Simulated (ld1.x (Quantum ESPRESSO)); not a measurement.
Reading a pseudo-wave (nickel (Ni))

Columns: radius, all-electron u(r) and pseudo u(r) of the 3d shell (level -11.27 eV) of nickel in the configuration [Ne] 3s2 3p6 3d8 4s1.75 4p0; LDA (PZ), scalar-relativistic, RRKJ scheme, ld1.x (Quantum ESPRESSO) 7.5.

```csv
r (bohr),all-electron,pseudo
0.105,0.1051,0.0430
0.210,0.3913,0.2714
0.315,0.6709,0.6234
0.420,0.8603,0.8937
0.525,0.9561,0.9934
0.630,0.9811,0.9907
0.735,0.9609,0.9610
0.840,0.9153,0.9153
0.945,0.8570,0.8570
1.050,0.7938,0.7938
1.155,0.7303,0.7303
1.260,0.6689,0.6689
1.365,0.6110,0.6110
1.470,0.5571,0.5571
1.575,0.5075,0.5075
1.680,0.4620,0.4620
1.785,0.4204,0.4204
1.890,0.3825,0.3825
1.995,0.3481,0.3481
2.100,0.3168,0.3168
2.205,0.2883,0.2883
2.310,0.2625,0.2625
2.415,0.2389,0.2389
2.520,0.2176,0.2176
2.625,0.1981,0.1981
2.730,0.1805,0.1805
```

Q: How many radial nodes do the two functions have?

A: The all-electron 3d function has n − l − 1 = 0; the pseudo-wave has 0.

Q: At about which radius was the pseudo-wave matched?

A: 0.75 bohr, where the columns begin to agree (steps of 0.10 bohr).

Q: Where does each function peak?

A: Outermost all-electron maximum near 0.63 bohr, pseudo maximum near 0.53 bohr (to the table’s step).

Q: Is the pseudo-wave norm-conserving?

A: Yes: the RRKJ scheme keeps the norm inside the radius equal to the all-electron one, which fixes the energy derivative of the logarithmic derivative at the level.
